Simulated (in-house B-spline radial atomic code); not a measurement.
# Lu⁷⁺: [Kr] 4d10 4f13 5s2 5p2 9g1 (an excited or competing configuration)

Computed with a B-spline radial code for spherical atoms: Dirac-Hartree-Fock, average of configuration, Fermi nucleus of rms radius 5.37 fm.

Screening seen three ways: the hydrogenic charge with the same mean radius, Z_r = [3n² - l(l+1)]/(2<r>), the one with the same energy, Z_e = n√(-2ε), and Slater's rules. Values are occupation-weighted means over j. An effective charge above Z reflects the relativistic contraction of the inner shells.

```csv
shell,electrons,ε (eV),<r> (bohr),Z_r,Z_e,Slater
1s,2,-63837,0.01932,77.64,68.50,70.70
2s,2,-11101,0.08118,73.91,57.13,66.85
2p,6,-9830.8,0.07253,68.94,53.76,66.85
3s,2,-2670,0.2116,63.81,42.03,59.75
3p,6,-2276.9,0.2111,59.21,38.81,59.75
3d,10,-1778,0.1924,54.56,34.29,49.85
4s,2,-660.19,0.4781,50.20,27.86,43.25
4p,6,-527.37,0.5066,45.40,24.90,43.25
4d,10,-345.54,0.5455,38.50,20.16,31.85
5s,2,-180.85,1.106,33.92,18.23,15.60
5p,2,-147.44,1.231,29.64,16.46,15.60
4f,13,-145.44,0.6427,28.01,13.08,20.80
9g,1,-10.875,13.73,8.12,8.05,-
```

The least bound orbital is 9g7/2 at -10.87 eV, and it is also the most diffuse (<r> = 13.73 bohr).

Spin-orbit splittings of the orbital energies (j = l + 1/2 above j = l - 1/2 when positive): 2p 1120 eV, 3p 242.9 eV, 3d 52.48 eV, 4p 55.83 eV, 4d 10.4 eV, 5p 9.235 eV, 4f 1.731 eV, 9g -0.001422 eV.

For the 1s electron the small component carries 7.11 % of the norm, the zero-frequency Breit interaction raises the level by 212 eV, self-energy by 130.8 eV, and vacuum polarisation lowers it by 23.65 eV.
